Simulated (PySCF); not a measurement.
# `C[SiH2]O[SiH2]C`, C2H10OSi2

Geometry:
```json
{"atom": "C1", "x (Å)": "-1.954", "y (Å)": "-1.037", "z (Å)": "-0.021"}
{"atom": "Si2", "x (Å)": "-1.669", "y (Å)": "0.834", "z (Å)": "0.098"}
{"atom": "O3", "x (Å)": "-0.080", "y (Å)": "1.161", "z (Å)": "0.086"}
{"atom": "Si4", "x (Å)": "1.538", "y (Å)": "1.065", "z (Å)": "0.031"}
{"atom": "C5", "x (Å)": "2.080", "y (Å)": "-0.748", "z (Å)": "-0.107"}
{"atom": "H6", "x (Å)": "-3.014", "y (Å)": "-1.272", "z (Å)": "-0.005"}
{"atom": "H7", "x (Å)": "-1.490", "y (Å)": "-1.562", "z (Å)": "0.810"}
{"atom": "H8", "x (Å)": "-1.541", "y (Å)": "-1.450", "z (Å)": "-0.938"}
{"atom": "H9", "x (Å)": "-2.170", "y (Å)": "1.361", "z (Å)": "1.369"}
{"atom": "H10", "x (Å)": "-2.224", "y (Å)": "1.537", "z (Å)": "-1.060"}
{"atom": "H11", "x (Å)": "2.007", "y (Å)": "1.670", "z (Å)": "1.279"}
{"atom": "H12", "x (Å)": "1.937", "y (Å)": "1.828", "z (Å)": "-1.153"}
{"atom": "H13", "x (Å)": "1.729", "y (Å)": "-1.333", "z (Å)": "0.739"}
{"atom": "H14", "x (Å)": "3.162", "y (Å)": "-0.834", "z (Å)": "-0.139"}
{"atom": "H15", "x (Å)": "1.687", "y (Å)": "-1.212", "z (Å)": "-1.009"}
```

Theory: GIAO B3LYP/pcSseg-1 magnetisability, rotational g tensor and spin-rotation constants, non-relativistic, gas phase in PySCF 2.14.0. Geometry: GFN2-xTB.

Task: Give the nuclear spin-rotation constants along the inertial axes (H = +C I·J) beside the isotropic shieldings.

Result: Rotational constants 5.1166, 1.6881, 1.3300 GHz. A star marks the isotopologue with that one atom substituted, in its own axes.
```csv
atom,isotope,Caa (kHz),Cbb (kHz),Ccc (kHz),mean (kHz),σ (ppm)
H6,1H,0.026,-0.175,-0.173,-0.107,32.0
H7,1H,-0.533,-0.124,-0.053,-0.237,31.4
H8,1H,-0.535,-0.123,-0.053,-0.237,31.4
H9,1H,-0.383,-0.101,0.021,-0.154,26.7
H10,1H,-0.387,-0.100,0.021,-0.155,26.7
H11,1H,-0.385,-0.100,0.021,-0.155,26.7
H12,1H,-0.386,-0.101,0.022,-0.155,26.7
H13,1H,-0.532,-0.124,-0.053,-0.236,31.4
H14,1H,0.025,-0.174,-0.172,-0.107,32.0
H15,1H,-0.534,-0.124,-0.053,-0.237,31.4
C1,13C*,0.555,0.211,0.179,0.315,181.1
Si2,29Si*,-2.902,-1.022,-0.883,-1.602,365.2
O3,17O*,-0.860,-0.024,-0.073,-0.319,300.9
```
For the geometry as given, no vibrational averaging.

Task: How do the rotational constants and the g tensor change when H6, H7, H8, H9, H10, H11, H12, H13, H14, H15 are replaced by deuterium?

Result: Constants 3.8466, 1.4202, 1.1207 GHz; g -0.0293, -0.0147, -0.0121, against -0.0387, -0.0175, -0.0142 before.
